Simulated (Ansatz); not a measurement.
Ideal-gas functions of BrH$_{3}$O$_{3}$Sn, SMILES `[OH][Sn]([OH])([OH])[Br]` at 600 K and 1 bar, from an Ansatz frequency run at PBE0-D4/def2-TZVP.

Molar mass 249.64 g/mol, point group C1 (symmetry number 1), electronic degeneracy 1, moments of inertia 173.828, 482.357, 494.226 u Å². Harmonic wavenumbers (cm⁻¹, unscaled): 79, 109, 144, 154, 168, 178, 188, 228, 273, 638, 653, 663, 860, 869, 887, 3867, 3879, 3881.

Use S(trans) = R[1.5 ln M + 2.5 ln T − 1.1517]; rotational temperatures θ = 24.2544 K / I; S(rot) = R[ln(√π/σ · √(T³/θAθBθC)) + 1.5]; for each mode x = 1.438777 ν̃/T, S = R[x/(eˣ − 1) − ln(1 − e⁻ˣ)] and H = RT x/(eˣ − 1); 1 cm⁻¹ = 0.0119627 kJ/mol; R = 8.31446 J/(mol·K).

Task: By hand: the entropy, in J/(mol·K).

Result: Translation 192.2. Rotation: θ = 0.1395, 0.0503, 0.0491 K, giving 130.2. Vibration, mode by mode: 22.16, 19.49, 17.20, 16.64, 15.93, 15.46, 15.01, 13.44, 11.98, 5.55, 5.39, 5.28, 3.63, 3.57, 3.45, 0.01, 0.01, 0.01, in all 174.2. Electronic 0.0. Sum 496.6 J/(mol·K).

Task: By hand: H − E and G − E in kJ/mol, counted from the electronic energy.

Result: Zero-point energy ½ × 17718 × 0.0119627 = 106.0; thermal vibration 47.1; translation, rotation and pV give 4 RT = 20.0. H − E = 173.1 kJ/mol, and G − E = 173.1 − 600 × 496.6/1000 = -124.9 kJ/mol.

Vibration gives 35 % of the entropy, 58.9 J/(mol·K) of it from the modes under 150 cm⁻¹: soft modes count most, and the harmonic formula is weakest for them. The sum counts one conformer and one mirror image; others add a mixing term.
